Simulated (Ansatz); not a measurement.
Breaking a bond: CH5Ga, SMILES [CH3][GaH2]. The C1–Ga5 bond (C1 also carries H, H, H; Ga5 carries H, H) is pulled apart rigidly from the PBE0/def2-TZVP optimised geometry.

Calculation: Ansatz (a program for electronic structure) with CCSD(T) on UHF/cc-pVTZ, cores with 3d frozen.

The batch members p0 to p5 hold the bond at 1.46, 1.56, 1.68, 1.76, 1.83, 1.93 Å.

Ansatz input:

Ansatz 0.2 input:
```yaml
# input.yaml
basis:
  gaussian: { orbitals: cc-pvtz }
correlation:
  method: ccsd_t
  electrons: outside_noble_gas
scf:
  omitted_lower_state_checks: [cluster_reference, increment]
batch:
  members: [p0.yaml, p1.yaml, p2.yaml, p3.yaml, p4.yaml, p5.yaml]

# p3.yaml, one of the 6 members of this batch
crystal:
  periodic: [false, false, false]
  atoms:
    - { symbol: C, position_ang: [0.0, 0.0, 0.0] }
    - { symbol: H, position_ang: [0.0, 1.00759677, -0.4169168] }
    - { symbol: H, position_ang: [0.90241223, -0.50973086, -0.35410616] }
    - { symbol: H, position_ang: [-0.85393212, -0.55381571, -0.39570007] }
    - { symbol: Ga, position_ang: [0.0, 0.0, 1.76] }
    - { symbol: H, position_ang: [0.41868062, 1.28086297, 2.57363413] }
    - { symbol: H, position_ang: [-0.40020036, -1.30283929, 2.54880487] }
total_charge: 0
magnetization:
  spin_polarized: true
```

Lines of the output on each member:

```
Member 0: Total energy: -53448.20213566 eV, -1964.1851999929 hartree
Member 0: Checks for a lower state left out: cluster_reference, increment
Member 1: Total energy: -53450.44086184 eV, -1964.2674716624 hartree
Member 1: Checks for a lower state left out: cluster_reference, increment
Member 2: Total energy: -53452.02340319 eV, -1964.3256289845 hartree
Member 2: Checks for a lower state left out: cluster_reference, increment
Member 3: Total energy: -53452.62552475 eV, -1964.3477565435 hartree
Member 3: Checks for a lower state left out: cluster_reference, increment
Member 5: Total energy: -53453.16383246 eV, -1964.3675389870 hartree
Member 5: Checks for a lower state left out: cluster_reference, increment
Member 4: Total energy: -53452.94550885 eV, -1964.3595157423 hartree
Member 4: Checks for a lower state left out: cluster_reference, increment
```

The unrestricted determinant behind UCCSD(T) is spin-contaminated at 2.65 to 6.82 Å (<S²> up to 1.0, against 0.00 for a pure singlet).
